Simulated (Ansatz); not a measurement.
`CC[N](C)[Hf]([F])([F])[F]` + H₂S → `[F][Hf]([F])([F])[SH]` + `CCNC`  (ligand exchange at the Hf–N bond)

Computed with Ansatz on PBE0-D4/def2-TZVP structures; ΔE is electronic, products minus reactants. CCSD(T)/CBS is the MP2 limit (def2-TZVPP, def2-QZVPP) plus CCSD(T) − MP2 in def2-TZVPP, frozen cores. This one scheme is used for every species. Functionals use def2-TZVPP. Elements past krypton have def2 core potentials. For Hf outer-core shells are correlated without core-valence functions, which leaves a few kJ/mol of doubt a bond. Each species was taken in one conformer, which may not be the lowest.

| level | ΔE (kcal/mol) |
| --- | --- |
| BLYP-D4 | -4.0 |
| r2SCAN0-D4 | -6.5 |

(1) What does CCSD(T)/CBS give? (Best estimate.)

Largest T1 diagnostic among the species: 0.016.

Results:

(1) The calculation gave: -4.5 kcal/mol. The listed levels differ from it by 0.5, -2.0 kcal/mol.

The D4 term adds +2.1 kcal/mol with B3LYP and +1.2 kcal/mol with PBE0; it sums over pairs of atoms, weighted by their polarisabilities, and B3LYP, whose exchange is more repulsive, gets the larger term. Leaving LDA and LC-ωPBE aside and taking each functional with its dispersion term where it has one, the values, not all of them listed here, spread over 3.0 kcal/mol, from B97M-V to BLYP-D4. LDA lies +2.2 kcal/mol from PBE without D4. At CCSD(T), def2-SVP lies +4.5 kcal/mol from the extrapolated value and def2-TZVPP +1.1 kcal/mol.

B3LYP here is the variant with VWN-RPA as its local correlation; programs differ in this.
